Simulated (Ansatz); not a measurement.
Steps of a relaxation of Cl$_{2}$H$_{4}$OSi$_{2}$ (`O[SiH2][SiH](Cl)Cl`) with RKS PBE0-D4/def2-TZVP.

```sh
$ ansatz run in.yaml --threads 4 --pin off --events-out ev --progress --plain --max-ram 10444MiB
```

```yaml
crystal:
  periodic: [false, false, false]
  atoms:
    - {symbol: O, position_ang: [0.707318, -0.086147, -1.843126]}
    - {symbol: Si, position_ang: [0.909172, -0.665929, -0.277082]}
    - {symbol: Si, position_ang: [-0.855468, 0.307145, 0.943781]}
    - {symbol: Cl, position_ang: [-2.659888, -0.640972, 0.524771]}
    - {symbol: Cl, position_ang: [-0.899002, 2.241265, 0.111235]}
    - {symbol: H, position_ang: [0.388745, 0.837283, -1.858491]}
    - {symbol: H, position_ang: [2.210207, -0.245267, 0.362890]}
    - {symbol: H, position_ang: [0.835730, -2.161252, -0.328073]}
    - {symbol: H, position_ang: [-0.762914, 0.471374, 2.432995]}
basis:
  gaussian: {orbitals: def2-TZVP}
hamiltonian: {xc: pbe0, dispersion: d4}
relax: {f_tol: 0.005, max_steps: 150}
```

Positions (Å) and forces (eV/Å) along the path, 13 of 13 steps:

```xyz
9
step=1 energy=-42902.0342 eV
O     0.707   -0.086   -1.843   -0.046    0.333    0.957
Si    0.909   -0.666   -0.277    0.014    0.116   -0.652
Si   -0.855    0.307    0.944   -0.336    0.212   -0.081
Cl   -2.660   -0.641    0.525    0.479    0.281    0.139
Cl   -0.899    2.241    0.111   -0.049   -0.481    0.268
H     0.389    0.837   -1.858    0.247   -0.663   -0.063
H     2.210   -0.245    0.363   -0.290   -0.075   -0.195
H     0.836   -2.161   -0.328    0.013    0.313   -0.002
H    -0.763    0.471    2.433   -0.031   -0.036   -0.370
9
step=2 energy=-42902.0829 eV
O     0.754   -0.107   -1.854   -0.122    0.150    0.684
Si    0.890   -0.654   -0.283    0.138    0.019   -0.521
Si   -0.862    0.308    0.950   -0.131    0.203   -0.066
Cl   -2.649   -0.620    0.559    0.031   -0.014    0.017
Cl   -0.947    2.232    0.166    0.006   -0.103    0.063
H     0.452    0.810   -1.907    0.106   -0.247   -0.108
H     2.179   -0.237    0.345   -0.072   -0.007   -0.011
H     0.820   -2.136   -0.330   -0.021    0.059    0.030
H    -0.764    0.463    2.423    0.067   -0.060   -0.089
9
step=3 energy=-42902.0941 eV
O     0.741   -0.112   -1.834    0.016   -0.024    0.274
Si    0.891   -0.655   -0.276   -0.071    0.072   -0.310
Si   -0.871    0.319    0.926    0.124    0.009    0.045
Cl   -2.647   -0.620    0.558   -0.116   -0.066   -0.021
Cl   -0.969    2.240    0.172   -0.007    0.046   -0.011
H     0.471    0.809   -1.894    0.012    0.009   -0.124
H     2.175   -0.232    0.341    0.046    0.002    0.061
H     0.808   -2.131   -0.315    0.006   -0.058    0.027
H    -0.726    0.439    2.392   -0.010    0.009    0.059
9
step=4 energy=-42902.0982 eV
O     0.752   -0.119   -1.844   -0.019    0.029    0.197
Si    0.885   -0.649   -0.284   -0.021   -0.004   -0.157
Si   -0.874    0.321    0.931    0.065   -0.014    0.001
Cl   -2.651   -0.627    0.568   -0.047   -0.015   -0.006
Cl   -0.976    2.247    0.187   -0.018    0.031   -0.004
H     0.495    0.804   -1.922    0.013    0.000   -0.115
H     2.166   -0.228    0.345    0.029    0.005    0.039
H     0.801   -2.126   -0.311    0.003   -0.034    0.016
H    -0.724    0.435    2.399   -0.004    0.002    0.030
9
step=5 energy=-42902.1012 eV
O     0.765   -0.130   -1.855   -0.043    0.128    0.031
Si    0.879   -0.643   -0.295    0.015   -0.066    0.061
Si   -0.874    0.324    0.934   -0.049   -0.009   -0.009
Cl   -2.661   -0.625    0.584    0.033    0.007    0.004
Cl   -1.007    2.257    0.213    0.010    0.004   -0.002
H     0.539    0.798   -1.964    0.023   -0.068   -0.072
H     2.155   -0.224    0.352    0.000    0.003   -0.002
H     0.792   -2.122   -0.303    0.000    0.007   -0.005
H    -0.714    0.423    2.403    0.011   -0.006   -0.007
9
step=6 energy=-42902.1026 eV
O     0.770   -0.133   -1.854   -0.013   -0.015    0.032
Si    0.877   -0.640   -0.291    0.001    0.006   -0.016
Si   -0.879    0.326    0.934    0.007    0.000   -0.004
Cl   -2.663   -0.623    0.583    0.004    0.000   -0.003
Cl   -1.012    2.266    0.232    0.004   -0.007   -0.004
H     0.546    0.789   -1.995    0.005    0.010   -0.014
H     2.153   -0.220    0.355   -0.003    0.004    0.005
H     0.791   -2.119   -0.297   -0.002    0.003   -0.006
H    -0.709    0.412    2.402   -0.003   -0.001    0.010
9
step=7 energy=-42902.1028 eV
O     0.761   -0.141   -1.857    0.000   -0.022    0.017
Si    0.876   -0.638   -0.292   -0.005    0.001    0.004
Si   -0.879    0.327    0.936    0.001   -0.003    0.005
Cl   -2.663   -0.621    0.579    0.002    0.000   -0.002
Cl   -1.011    2.268    0.242    0.004    0.001   -0.004
H     0.560    0.785   -2.005   -0.002    0.024   -0.013
H     2.151   -0.209    0.352   -0.002   -0.001   -0.005
H     0.792   -2.117   -0.292    0.005    0.000   -0.004
H    -0.711    0.405    2.406   -0.003    0.000    0.002
9
step=8 energy=-42902.1030 eV
O     0.748   -0.149   -1.858   -0.004    0.028   -0.010
Si    0.873   -0.635   -0.290    0.008   -0.008    0.009
Si   -0.881    0.326    0.940    0.002   -0.009    0.005
Cl   -2.664   -0.618    0.573    0.002    0.005    0.001
Cl   -1.005    2.270    0.251   -0.001    0.003    0.002
H     0.571    0.781   -2.016    0.003   -0.023    0.004
H     2.150   -0.199    0.345   -0.005    0.003   -0.004
H     0.798   -2.115   -0.287   -0.001   -0.001    0.001
H    -0.716    0.398    2.411   -0.004    0.003   -0.007
9
step=9 energy=-42902.1030 eV
O     0.745   -0.151   -1.857    0.001    0.003    0.005
Si    0.875   -0.637   -0.290    0.002    0.008   -0.011
Si   -0.879    0.324    0.940   -0.012    0.007    0.016
Cl   -2.664   -0.614    0.569   -0.006   -0.007   -0.004
Cl   -1.000    2.269    0.254    0.005    0.008   -0.007
H     0.567    0.779   -2.015    0.000   -0.008    0.005
H     2.150   -0.195    0.342    0.000   -0.003   -0.002
H     0.802   -2.116   -0.287    0.002   -0.001    0.003
H    -0.722    0.398    2.412    0.008   -0.007   -0.004
9
step=10 energy=-42902.1030 eV
O     0.745   -0.152   -1.857    0.000    0.001   -0.002
Si    0.875   -0.636   -0.289    0.000    0.001    0.003
Si   -0.880    0.325    0.940    0.003   -0.001   -0.002
Cl   -2.665   -0.612    0.563   -0.002    0.000   -0.001
Cl   -0.994    2.271    0.256   -0.002    0.003    0.001
H     0.559    0.776   -2.015    0.000   -0.001    0.001
H     2.151   -0.192    0.342   -0.001    0.000   -0.001
H     0.805   -2.115   -0.283    0.001   -0.002    0.000
H    -0.722    0.393    2.412    0.000    0.000    0.002
9
step=11 energy=-42902.1030 eV
O     0.743   -0.155   -1.857    0.000    0.008   -0.009
Si    0.875   -0.635   -0.289    0.002   -0.001    0.006
Si   -0.880    0.325    0.940    0.000   -0.001   -0.002
Cl   -2.666   -0.610    0.560    0.001    0.001    0.001
Cl   -0.994    2.273    0.260    0.001   -0.001    0.001
H     0.560    0.774   -2.018    0.001   -0.006    0.002
H     2.151   -0.190    0.340   -0.002    0.001   -0.001
H     0.807   -2.115   -0.280   -0.001   -0.001    0.001
H    -0.722    0.390    2.412   -0.002    0.001    0.001
9
step=12 energy=-42902.1030 eV
O     0.743   -0.156   -1.858    0.000    0.003   -0.006
Si    0.875   -0.635   -0.289    0.001    0.000    0.005
Si   -0.880    0.325    0.940    0.001    0.000   -0.001
Cl   -2.666   -0.609    0.559    0.001    0.001    0.000
Cl   -0.992    2.274    0.262    0.000   -0.002    0.001
H     0.559    0.772   -2.019    0.000   -0.002    0.001
H     2.151   -0.188    0.340   -0.001    0.000   -0.001
H     0.808   -2.115   -0.279    0.000   -0.001    0.001
H    -0.723    0.389    2.412   -0.001    0.000    0.001
9
step=13 energy=-42902.1030 eV
O     0.742   -0.157   -1.858    0.000   -0.002   -0.002
Si    0.875   -0.635   -0.289   -0.001   -0.001    0.002
Si   -0.880    0.325    0.941    0.000    0.002   -0.002
Cl   -2.666   -0.607    0.556    0.001    0.000    0.000
Cl   -0.991    2.274    0.265    0.000   -0.002    0.001
H     0.557    0.770   -2.020    0.000    0.002    0.001
H     2.151   -0.185    0.338    0.000    0.000    0.000
H     0.810   -2.115   -0.277    0.000    0.000    0.000
H    -0.725    0.387    2.413    0.000    0.000    0.000
```

It took 36 s on 4 threads of an Intel Xeon 6975P-C on a shared host, with 0.68 GiB of host memory at the peak.
